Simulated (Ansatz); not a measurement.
Harmonic frequencies (cm⁻¹) at PBE0-D4/def2-TZVP from Ansatz: 121, 158, 442, 460, 553, 649, 668, 754, 849, 946, 1085, 2233, 2244, 2394, 2414.

Each molecule was computed in one conformer, which needn't be the lowest.

Task: Which molecule is it?
A. `BC=O`
B. `[NH2][GaH][SeH]`
C. `C1S[SiH2][Se]1`
D. `P[SiH2]Cl`

Result: D.
